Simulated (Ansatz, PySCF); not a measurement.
Gas-phase reaction (SMILES): CC[SiH3] → [CH2]C[SiH3] + H atom; the C-H bond at the site shown breaks (other sites are not compared here).

Structures are relaxed separately at B3LYP-D3(BJ)/def2-TZVP in Ansatz (a first-principles code), one conformer each, not searched for the lowest. Valence correlation only, unless marked. UHF or UKS for open shells. Spin-orbit coupling is left out. No relativistic terms. Basis-set limits of correlation are two-point, X^-3; Hartree-Fock from the larger set. Thermal terms are rigid-rotor harmonic-oscillator values from B3LYP-D3(BJ) frequencies (PySCF) at 298.15 K and 1 atm. 1 Eh = 627.5095 kcal/mol. Atoms have translation alone. Electronic entropy comes from spin alone.

| species | E, CCSD(T)/CBS(aug-cc-pV(T+d)Z,aug-cc-pV(Q+d)Z) (Ansatz) (Eh) | E, B3LYP-D3(BJ)/def2-TZVPD (Ansatz + dftd3) (Eh) | H - E (Eh) | G - E (Eh) |
|---|---|---|---|---|
| CC[SiH3] | -369.98391 | -370.59702 | 0.09612 | 0.06233 |
| [CH2]C[SiH3] | -369.31436 | -369.92924 | 0.08178 | 0.04725 |
| H atom | -0.49995 | -0.50215 | 0.00236 | -0.01065 |

**Question.** Work out ΔE and ΔH, ΔG, ΔS and the equilibrium constant at 298.15 K at the first level, then ΔH at the second.

**Answer.** 
1. ΔE = [(-369.31436) + (-0.49995)] - [(-369.98391)] = 0.16960 Eh = 106.4 kcal/mol at CCSD(T)/CBS(aug-cc-pV(T+d)Z,aug-cc-pV(Q+d)Z).
2. The terms H - E add up to -0.01198 Eh, so ΔH = (0.16960 + (-0.01198))×627.5095 = 98.9 kcal/mol.
3. The terms G - E add up to -0.02573 Eh, so ΔG = 90.3 kcal/mol, and ΔS = (-0.01198 - (-0.02573))×627509.5/298.15 = 28.9 cal/(mol K).
4. log10 K = -ΔG/(RT ln 10) = -66.2, with RT ln 10 = 1.3642 kcal/mol.
5. With ΔH and ΔS taken as constant, ΔG changes sign near ΔH/ΔS = 3420 K, a rough figure that leaves out heat capacities.
6. At B3LYP-D3(BJ)/def2-TZVPD the same steps give ΔE = 103.9 and ΔH = 96.4 kcal/mol, a shift of -2.5 from the first level.
7. These values are not checked against measurement here, since the tables used lack a sound gas-phase enthalpy of formation for at least one species.
